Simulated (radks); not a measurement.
Results of a calculation; reference values are marked as such.
Rh3+, configuration [Kr] 4d6. Code: a radial shooting solver on a logarithmic mesh with Libxc functionals. Model: scalar-relativistic Kohn-Sham, exchange-only LDA, spin-unpolarised, spherical densities, finite nucleus; Fermi nuclear charge, rms radius 4.4945 fm.

Unscreened Slater integrals over Kohn-Sham orbitals (cm^-1).

\begin{tabular}{lr}
integral & value \\ \hline
F0(4d,4d) & 144180 \\
F2(4d,4d) & 72328 \\
F4(4d,4d) & 47391 \\
F0(4d,4p) & 161050 \\
F2(4d,4p) & 79510 \\
G1(4d,4p) & 99900 \\
G3(4d,4p) & 61073 \\
F0(4d,4s) & 166200 \\
G2(4d,4s) & 73132 \\
F0(4d,3d) & 195030 \\
F2(4d,3d) & 37335 \\
F4(4d,3d) & 16359 \\
G0(4d,3d) & 11904 \\
G2(4d,3d) & 13636 \\
G4(4d,3d) & 10330 \\
F0(4p,4p) & 185470 \\
F2(4p,4p) & 97253 \\
F0(4p,4s) & 193520 \\
G1(4p,4s) & 131220 \\
F0(4p,3d) & 240490 \\
F2(4p,3d) & 56818 \\
G1(4p,3d) & 18166 \\
G3(4p,3d) & 17666 \\
F0(4s,4s) & 202850 \\
F0(4s,3d) & 258770 \\
G2(4s,3d) & 21277 \\
F0(3d,3d) & 538750 \\
F2(3d,3d) & 267000 \\
F4(3d,3d) & 170000 \\
\end{tabular}

Derived for the open shells (J is the average intra-shell exchange parameter used in DFT+U). 4d: Racah B = F2/49 - 5 F4/441 = 938.8 cm^-1, C = 35 F4/441 = 3761 cm^-1, C/B = 4.01, F4/F2 = 0.655, J = (F2 + F4)/14 = 8551 cm^-1.
